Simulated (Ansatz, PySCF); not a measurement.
BH2, SMILES [BH2+], charge +1. Atoms are numbered in the order given.

```xyz
3

B      0.0000     0.0000     0.0000
H      0.0000     0.0000    -1.1774
H      0.0000     0.0000     1.1774
```
Charge +1, spin multiplicity 1.

The structure is a stationary point at r2SCAN-D4/def2-TZVPD.

Two levels are set side by side: PBE-D3(BJ)/def2-TZVPD (Ansatz, a program for electronic structure) and r2SCAN-D4/def2-TZVPD (Ansatz). Each level has its own optimised geometry; the coordinates shown are those of the second. Frequencies come from the Hessian of PySCF at each geometry. Differences are taken from unrounded values.

| quantity | r2SCAN-D4 |
|---|---|
| mean bond length (Å) | 1.177 |
| bond B1–H2 (Å) | 1.177 |
| bond B1–H3 (Å) | 1.177 |
| highest harmonic wavenumber (cm⁻¹) | 2953 |
| mean harmonic wavenumber (cm⁻¹) | 1902 |
| zero-point energy (kcal/mol) | 10.88 |

Q: What does PBE-D3(BJ) give, and how far is it from r2SCAN-D4? (The exact figures need the calculation; the answer reports its results.)

A: 
```tsv
quantity	PBE-D3(BJ)	PBE-D3(BJ) minus r2SCAN-D4
mean bond length (Å)	1.186	0.009
bond B1–H2 (Å)	1.186	0.009
bond B1–H3 (Å)	1.186	0.009
highest harmonic wavenumber (cm⁻¹)	2885	-69
mean harmonic wavenumber (cm⁻¹)	1858	-44
zero-point energy (kcal/mol)	10.62	-0.25
```
